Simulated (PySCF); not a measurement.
# Highest orbital energy against ionisation energy along the 4p block

Calculated with PySCF 2.14, no spin-orbit coupling. Each cell gives −ε(HOMO) / ΔSCF in eV; NIST values include spin-orbit coupling, (s) semi-empirical, (t) theoretical.

```
                                 species              UHF             LDA             PBE             PBE0          r2SCAN  NIST (lowest levels)
Ga (aug-cc-pwCVDZ-PP with ECP10MDF, ECP)    5.809 / 5.525   2.915 / 5.996   2.925 / 5.925    3.748 / 5.951   3.181 / 6.079                 5.999
Ge (aug-cc-pwCVDZ-PP with ECP10MDF, ECP)    7.887 / 7.409   4.391 / 7.972   4.371 / 7.855    5.373 / 7.894   4.694 / 8.030                 7.899
As (aug-cc-pwCVDZ-PP with ECP10MDF, ECP)   10.049 / 9.425   5.946 / 9.994   5.908 / 9.852    7.087 / 9.921  6.315 / 10.082                 9.789
Se (aug-cc-pwCVDZ-PP with ECP10MDF, ECP)    9.344 / 8.508   5.737 / 9.839   5.635 / 9.589    6.784 / 9.580   5.918 / 9.642                 9.752
Br (aug-cc-pwCVDZ-PP with ECP10MDF, ECP)  11.730 / 10.741  7.512 / 12.050  7.389 / 11.775   8.705 / 11.790  7.722 / 11.865                11.814
Kr (aug-cc-pwCVDZ-PP with ECP10MDF, ECP)  14.259 / 13.137  9.378 / 14.345  9.245 / 14.061  10.740 / 14.116  9.666 / 14.214                14.000
```

Question: How far is −ε(HOMO) from ΔSCF on average for each method, and why?

Answer: UHF 0.72 eV; LDA -4.05 eV; PBE -3.93 eV; PBE0 -2.80 eV; r2SCAN -3.74 eV. Hartree-Fock orbital energies lack relaxation and so exceed the ΔSCF value; semilocal functionals have convex E(N) from self-interaction, so their HOMO lies far too high; exact exchange moves hybrids part of the way back.
